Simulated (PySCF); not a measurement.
## Electron correlation in F(3+) (fluorine, charge +3)

[He] 2s2 2p2, high-spin 3P determinant. Computed with PySCF 2.14 in def2-TZVPPD, with no relativity, point nucleus. Frozen: 1s2; 4 electrons correlated.

| level | correlation energy (mhartree) |
| --- | --- |
| CCSD | -98.83 |
| (T) | -1.10 |
| CCSD(T) | -99.93 |
| CCSDT | -100.13 |

Diagnostics: T1 = 0.0037, D1 = 0.0077, largest double amplitude 0.122.

Problem. Is a single reference adequate?

Solution. Mostly. T1 lies below 0.03, but a double amplitude of this size points to a near-degeneracy that CCSD handles and MP2 describes poorly.
